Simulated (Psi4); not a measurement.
Here is a job for Psi4.
```
memory 2 GB

molecule mol {
0 1
  Ge   -0.053646   -0.572972    0.171807
  P     1.939151    0.176627   -0.744122
  P    -1.847326    0.876096    0.406282
  H     0.245397   -1.185086    1.528263
  H    -0.518954   -1.775123   -0.628791
  H     1.298617    0.942308   -1.710451
  H     2.021479    1.253215    0.129982
  H    -1.086540    1.827354    1.074258
  H    -1.620717    1.481591   -0.823501
}

set basis cc-pv(d+d)z
set reference rhf

energy('scf')
print_variables()
```

Task: Give the number of basis functions at the level HF/cc-pV(D+d)Z in Psi4.

Result: 103

Task: What is the computed total energy (HF/cc-pV(D+d)Z)?

Result: -2759.7831 Eh

Task: What nuclear repulsion energy does HF/cc-pV(D+d)Z give?

Result: 339.3382 Eh

Task: Estimate the dipole moment that HF/cc-pV(D+d)Z returns for this input.

Result: 1.02 D
